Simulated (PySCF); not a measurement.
## Electron correlation in Be (beryllium, neutral)

[He] 2s2, closed-shell 1S. All numbers are calculated (PySCF 2.14, the spin-free X2C one-electron Hamiltonian (Gaussian nucleus), in Sapporo-DZP-2012). Frozen: 1s2; 2 electrons correlated.

Total MP2 correlation energy: -22.79 mhartree.

Same-spin part 0.00 and opposite-spin part -22.79 mhartree; SCS-MP2 scales them by 1/3 and 6/5 to -27.34 mhartree.

With two correlated electrons CCSD is exact within the correlated space (frozen core and kept virtual orbitals).

```csv
level,correlation energy (mhartree)
CCSD,-44.51
```

Diagnostics: T1 = 0.018, D1 = 0.0258, largest double amplitude 0.184.

**Question.** Is a single reference adequate?

**Answer.** Not fully. A double-excitation amplitude exceeds 0.15, a sign of near-degeneracy.
